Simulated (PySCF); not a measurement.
Computed vibrations of Ho(NH2)3

Ho(NH2)3 (singlet in the valence; each metal's 4f electrons, 10 of them, lie in its core potential, out of spins and levels). PySCF 2.14.0, RKS PBE0, Ho lcecp-1-SVP with ECP56, N def2-SVP, H def2-SVP; non-relativistic Hamiltonian with scalar-relativistic core potentials where named; density fitting; no spin-orbit coupling. Central differences of gradients.

```xyz
10

Ho    0.0000    0.0000    0.0000
N     2.1900    0.0000    0.0000
H     2.8177    0.0000    0.8046
H     2.8177    0.0000   -0.8046
N    -1.0950    1.8966    0.0000
H    -1.4088    2.4402    0.8046
H    -1.4088    2.4402   -0.8046
N    -1.0950   -1.8966    0.0000
H    -1.4089   -2.4402    0.8046
H    -1.4089   -2.4402   -0.8046
```

Run from Python with OMP_NUM_THREADS=2. Where DIIS fails, smearing, a level shift and second-order steps follow.
It took 49 s on 2 threads of Arm Neoverse V1, with other jobs on the host.

Task: What are the harmonic wavenumbers and infrared intensities?

Result: Modes are labelled in D3h; negative numbers are unstable modes, those under 60 cm⁻¹ near the noise; a finer grid moves soft modes by up to 10 cm⁻¹.
```csv
cm⁻¹,km/mol,symmetry
-446,–,e''
-446,–,e''
-428,–,a1''
-76,–,a2''
123,0.1,e'
123,0.1,e'
316,0.0,e''
316,0.0,e''
331,186.3,a2''
388,0.0,a2'
425,289.0,e'
425,289.0,e'
512,168.5,e'
512,168.5,e'
540,0.0,a1'
1527,38.5,e'
1527,38.5,e'
1530,0.0,a1'
3541,16.4,e'
3541,16.4,e'
3541,0.0,a1'
3612,0.0,e''
3612,0.0,e''
3613,11.2,a2''
```

Task: Is this a minimum?

Result: No: 4 unstable; the lowest moves the atoms so:
```
Ho   0.00  0.00  0.00
N    0.00  0.00  0.01
H    0.01 -0.56  0.00
H   -0.01  0.56  0.00
N    0.00  0.00 -0.03
H   -0.11 -0.10  0.00
H    0.11  0.10  0.00
N    0.00  0.00  0.02
H    0.34 -0.23  0.00
H   -0.34  0.23  0.00
```

An lcecp potential fixes the number of 4f electrons, so in runs with it no electron can move into or out of that shell.
